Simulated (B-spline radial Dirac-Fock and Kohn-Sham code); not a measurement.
EELS cross sections of the La L2 edge

System: neutral lanthanum in the configuration [Xe] 5d1 6s2. Calculated with a B-spline atomic structure program, using the first Born approximation with generalised oscillator strengths from a Dirac-Hartree-Slater potential (longitudinal and transverse terms; continuum final states only, so no white lines or fine structure). The edge is taken at 5891.0 eV (tabulated value).

Generalised oscillator strength df/dE of the whole subshell in 10⁻³ per eV, against momentum transfer:

```tsv
q (1/a₀)	6 eV above	10 eV above	20 eV above	80 eV above
0.0400	0.357	0.368	0.365	0.358
0.0695	0.357	0.368	0.365	0.358
0.121	0.357	0.368	0.365	0.358
0.210	0.357	0.368	0.365	0.358
0.365	0.357	0.368	0.365	0.358
0.634	0.356	0.368	0.365	0.358
1.10	0.356	0.367	0.364	0.357
1.91	0.354	0.366	0.363	0.356
3.33	0.348	0.360	0.359	0.353
5.78	0.330	0.343	0.343	0.339
10.0	0.272	0.283	0.285	0.285
17.5	0.141	0.146	0.147	0.150
30.3	0.0277	0.0282	0.0285	0.0291
```

As q goes to zero the values tend to the optical oscillator strength. At 80 eV above the edge the largest value on this grid is at q = 0.0400 per a₀; a free electron at rest would take up the loss of 5971 eV at q = 20.9 per a₀, where the Bethe ridge forms once the loss is well above the edge energy.
